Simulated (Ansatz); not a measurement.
Ideal-gas functions of CH₅BTe, SMILES `CB[TeH]` at 800 K and 1 bar, from an Ansatz frequency run at PBE0-D4/def2-TZVP.

Molar mass 155.46 g/mol, point group Cs (symmetry number 1), electronic degeneracy 1, moments of inertia 14.89, 182.555, 194.388 u Å². Harmonic wavenumbers (cm⁻¹, unscaled): 101, 233, 343, 488, 640, 693, 829, 854, 1034, 1125, 1317, 1445, 1448, 2140, 2620, 3027, 3082, 3139.

Use S(trans) = R[1.5 ln M + 2.5 ln T − 1.1517]; rotational temperatures θ = 24.2544 K / I; S(rot) = R[ln(√π/σ · √(T³/θAθBθC)) + 1.5]; for each mode x = 1.438777 ν̃/T, S = R[x/(eˣ − 1) − ln(1 − e⁻ˣ)] and H = RT x/(eˣ − 1); 1 cm⁻¹ = 0.0119627 kJ/mol; R = 8.31446 J/(mol·K).

Question: By hand: the entropy, in J/(mol·K).

Answer: Translation 192.3. Rotation: θ = 1.6289, 0.1329, 0.1248 K, giving 115.6. Vibration, mode by mode: 22.51, 15.61, 12.46, 9.66, 7.59, 7.00, 5.72, 5.52, 4.26, 3.74, 2.85, 2.38, 2.37, 0.88, 0.43, 0.23, 0.21, 0.20, in all 103.6. Electronic 0.0. Sum 411.5 J/(mol·K).

Question: By hand: H − E and G − E in kJ/mol, counted from the electronic energy.

Answer: Zero-point energy ½ × 24558 × 0.0119627 = 146.9; thermal vibration 43.0; translation, rotation and pV give 4 RT = 26.6. H − E = 216.5 kJ/mol, and G − E = 216.5 − 800 × 411.5/1000 = -112.7 kJ/mol.

Vibration gives 25 % of the entropy, 22.5 J/(mol·K) of it from the mode under 150 cm⁻¹: soft modes count most, and the harmonic formula is weakest for them.
